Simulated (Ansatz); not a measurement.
`[SH][Al]([Cl])[Br]` → `[SH][Al][Cl]`• + Br•  (homolysis of the Al–Br bond)

Program: Ansatz. Geometries: PBE0-D4/def2-TZVP. ΔE: electronic, gas phase. CCSD(T)/CBS is the MP2 limit (def2-TZVPP, def2-QZVPP) plus CCSD(T) − MP2 in def2-TZVPP, frozen cores. DFT in def2-TZVPP. Open shells (•) are unrestricted, without spin–orbit coupling. Spin–orbit coupling would lower the free atoms: clearly for Br. Bonds to Br are less sure, by a few kJ/mol each and by 10 to 20 or more in all where they break to atoms, as the def2 sets lack core-valence functions. Scalar relativity is left out up to krypton. Each species was taken in one conformer, which may not be the lowest.

| level | ΔE (kJ/mol) | difference from CCSD(T)/CBS |
| --- | --- | --- |
| B97M-V | 432.9 | -15.2 |
| CAM-B3LYP-D4 | 420.7 | -27.4 |
| PBE-QIDH | 435.6 | -12.5 |
| PBE0 | 419.9 | -28.2 |
| r2SCAN0 | 423.8 | -24.3 |
| HF/def2-SVP | 337.0 | -111.1 |
| CCSD(T)/def2-TZVPP | 428.6 | -19.5 |
| SCS-MP2/def2-QZVPP | 446.5 | -1.6 |
| HF/CBS(def2) | 330.1 | -118.0 |
| CCSD/CBS(def2) | 440.1 | -8.0 |
| CCSD(T)/CBS | 448.1 | 0 |

Largest T1 diagnostic among the species: 0.014.

In def2-TZVPP, CCSD(T) changes the Hartree–Fock value by +97.0 kJ/mol (the triples alone add +8.0 kJ/mol) and MP2 by +114.5 kJ/mol; breaking electron pairs costs correlation energy, which Hartree–Fock lacks. From BLYP to BHLYP (50 % exact exchange), in def2-TZVPP and without D4, ΔE moves by +13.1 kJ/mol. At CCSD(T), def2-SVP lies −33.1 kJ/mol from the extrapolated value and def2-TZVPP −19.5 kJ/mol: correlation converges slowly with the basis, and small sets miss more of it in the bonded molecule than in its fragments.

CCSD(T)/CBS has its own doubt, a few kJ/mol and more with outer-core shells, so smaller differences from it don't rank the levels.
